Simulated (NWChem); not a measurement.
Species: PbSiH3Br, singlet; SMILES [SiH3][Pb][Br]

Results from NWChem. Medium grid unless said otherwise, to which SCAN and Minnesota functionals are sensitive. Low-valent species are run as closed-shell singlets; no triplet was tried in these runs. Coordinates come from a PBE0/def2-SVP optimisation. def2 effective core potentials on Pb; no spin-orbit coupling.

Predict the results for M05-2X/def2-SVP. Quantities: highest occupied level (eV); orbital gap (eV); dipole (D).


```json
{
  "highest occupied level (eV)": "-7.42",
  "orbital gap (eV)": "5.04",
  "dipole (D)": "3.96"
}
```
